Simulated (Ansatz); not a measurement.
C2H5FO2Si, SMILES `CC(=O)O[SiH2]F`, one more setting.

```yaml
crystal:
  periodic: [false, false, false]
  atoms:
    - {symbol: C, position_ang: [-0.092925, -1.158162, 1.587427]}
    - {symbol: C, position_ang: [0.270975, -0.502196, 0.299470]}
    - {symbol: O, position_ang: [1.178152, -0.828075, -0.428774]}
    - {symbol: O, position_ang: [-0.514038, 0.532345, -0.024334]}
    - {symbol: Si, position_ang: [-0.064719, 1.241136, -1.488505]}
    - {symbol: F, position_ang: [-1.129712, 2.415181, -1.636600]}
    - {symbol: H, position_ang: [0.585525, -1.982738, 1.789421]}
    - {symbol: H, position_ang: [-1.122107, -1.518667, 1.534214]}
    - {symbol: H, position_ang: [-0.050093, -0.424825, 2.395033]}
    - {symbol: H, position_ang: [1.269173, 1.857085, -1.393999]}
    - {symbol: H, position_ang: [-0.264830, 0.311817, -2.612753]}
basis:
  gaussian: {orbitals: cc-pVTZ}
total_charge: 1
magnetization: {spin_polarized: true, initial_magnetization: 1}
hamiltonian: {xc: {name: PBE}}
output: {forces: true}
```

```sh
$ ansatz run in.yaml --threads 4 --pin off --events-out ev --progress --plain --max-ram 10444MiB
```

Output, abridged:

```
Functional definition: PBE
1383 factors; their error is unknown
mean field evaluation 1: about -16804.0184 eV, gradient 7.9e1 eV
mean field evaluation 2: about -16626.0528 eV, gradient 1.9e2 eV
mean field evaluation 4: about -16818.0500 eV, gradient 4.6e1 eV
mean field evaluation 8: about -16826.0339 eV, gradient 1.1e1 eV
mean field evaluation 16: about -16826.6594 eV, gradient 3.5e0 eV
mean field evaluation 32: about -16826.7013 eV, gradient 7.1e-6 eV
mean field -16826.70134551 eV, -618.3698688996 hartree, gradient 7.1e-6 eV, S^2 0.752880; 6 other end points of the search recorded, 0 dependent functions left out
reference -16826.70138662 eV, -618.3698704105 hartree; 28, 27 occupied and 226, 227 virtual orbitals, 1383 factors
Total energy: -16826.70138662 eV, -618.3698704105 hartree
Atom 0 at    -0.092925    -1.158162     1.587427 Å, force     0.411069    -0.768001    -0.132570 eV/Å
Atom 1 at     0.270975    -0.502196     0.299470 Å, force    -2.208069     0.827865     2.067637 eV/Å
Atom 2 at     1.178152    -0.828075    -0.428774 Å, force     1.632172    -0.575982    -0.864122 eV/Å
Atom 3 at    -0.514038     0.532345    -0.024334 Å, force     0.403405    -0.594885     0.365016 eV/Å
Atom 4 at    -0.064719     1.241136    -1.488505 Å, force    -1.111667     0.832700    -1.635466 eV/Å
Atom 5 at    -1.129712     2.415181    -1.636600 Å, force    -0.042091     0.311258     0.114410 eV/Å
Atom 6 at     0.585525    -1.982738     1.789421 Å, force     0.119633    -0.256782     0.209587 eV/Å
Atom 7 at    -1.122107    -1.518667     1.534214 Å, force    -0.274757    -0.112658    -0.235882 eV/Å
Atom 8 at    -0.050093    -0.424825     2.395033 Å, force     0.203315     0.467331     0.090809 eV/Å
Atom 9 at     1.269173     1.857085    -1.393999 Å, force     0.815586     0.087520     0.190750 eV/Å
Atom 10 at    -0.264830     0.311817    -2.612753 Å, force     0.051402    -0.218366    -0.170170 eV/Å
Dipole moment:     0.274143    -0.517378     0.451464 e Å
```

Hardware: 4 threads of an Arm Neoverse N1 on a shared host. Wall time 24 s, peak host memory 0.84 GiB.
